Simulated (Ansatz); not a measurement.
Calculated with Ansatz (gas phase, PBE0-D4/def2-TZVP geometries, no zero-point term in ΔE). CBS: MP2 limit from def2 TZ/QZ plus the TZ coupled-cluster correction, frozen cores. Functionals use def2-TZVPP. def2 core potentials past Kr. For Cd outer-core shells are correlated without core-valence functions, which leaves a few kJ/mol of doubt a bond. One conformer a species, not always the lowest.

`[NH2][Cd][O][SiH3]` + `[OH][Al]([F])[F]` → `[F][Al]([F])[O][SiH3]` + `[NH2][Cd][OH]`  (ligand exchange at the Si–O bond)

(1) Is it downhill or uphill in electronic energy at CCSD(T)/CBS, and by how much? (An estimate is asked.)

(2) What do these levels give: r2SCANh-D4, r2SCAN0-D4, BHLYP-D4, PBE-QIDH, PBE, r2SCAN, CAM-B3LYP, RPA@PBE/def2-TZVPP, HF/def2-SVP, MP2/def2-SVP, CCSD(T)/def2-SVP, HF/CBS(def2)? (Best estimate.)

Largest T1 diagnostic among the species: 0.016.

Answers

(1) The calculation gave: Nearly level: ΔE = +0.4 kcal/mol.

(2) The calculation gave: r2SCANh-D4 0.6, r2SCAN0-D4 0.8, BHLYP-D4 0.6, PBE-QIDH 1.2, PBE 0.2, r2SCAN 0.4, CAM-B3LYP 0.2, RPA@PBE/def2-TZVPP 1.2, HF/def2-SVP 1.1, MP2/def2-SVP 2.1, CCSD(T)/def2-SVP 1.7, HF/CBS(def2) 0.5 kcal/mol.

From BLYP to BHLYP (50 % exact exchange), in def2-TZVPP and without D4, ΔE moves by +0.9 kcal/mol. Leaving LDA and LC-ωPBE aside and taking each functional with its dispersion term where it has one, the values, not all of them listed here, spread over 1.4 kcal/mol, from BLYP-D4 to PBE-QIDH.
